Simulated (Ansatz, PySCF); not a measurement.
Molecule: GaI2, net charge -1, singlet state. 
Geometry from a B3LYP-D3(BJ)/def2-TZVP (Ansatz, an electronic-structure program) optimisation:
```
Ga
I 1 2.8419
I 1 2.8419 2 103.06
```
Charge -1, spin multiplicity 1.

Total electronic energies in hartree. Correlated levels leave the core frozen unless marked. Spin-orbit coupling is left out. The frozen core is the preceding noble-gas configuration, with the filled d and f shells of earlier blocks. Past Kr the def2 sets carry scalar-relativistic core potentials. CBS(X,Y): correlation extrapolated as X^-3; Hartree-Fock from the larger set. [CCSD(T)-MP2]/basis is that difference in the basis named.

| level | program | energy (Eh) |
|---|---|---|
| HF/def2-SVPD | Ansatz | -2516.49770 |
| HF/def2-QZVPPD | Ansatz | -2516.80084 |
| HF-D3(BJ)/def2-TZVPD | PySCF + dftd3 | -2516.78680 |
| RI-HF/def2-QZVPPD | Ansatz | -2516.80077 |
| BLYP-D3(BJ)/def2-TZVPD | Ansatz + dftd3 | -2520.44700 |
| revPBE/def2-TZVPD | Ansatz | -2520.41253 |
| PBE0-D3(BJ)/def2-TZVP | Ansatz + dftd3 | -2520.24599 |
| PBE0/def2-TZVPD | Ansatz | -2520.24421 |
| LC-wPBE-D3(BJ)/def2-TZVPD | Ansatz + dftd3 | -2520.27972 |
| B2GP-PLYP-D3(BJ)/def2-TZVPD | Ansatz + dftd3 | -2519.21230 |
| B2GP-PLYP/def2-TZVPD | Ansatz | -2519.20283 |
| RI-MP2/def2-QZVPP | Ansatz | -2517.18640 |
| SCS-MP2/def2-TZVPP | Ansatz | -2517.09441 |
| RI-MP2/CBS(def2-TZVPPD,def2-QZVPPD)+[CCSD(T)-MP2]/def2-SVPD | Ansatz | -2517.2566 |
| RI-MP2/CBS(def2-TZVPPD,def2-QZVPPD)+[CCSD(T)-MP2]/def2-TZVPPD | Ansatz | -2517.2713 |

Totals of different functionals don't rank their quality; only differences between species are comparable.
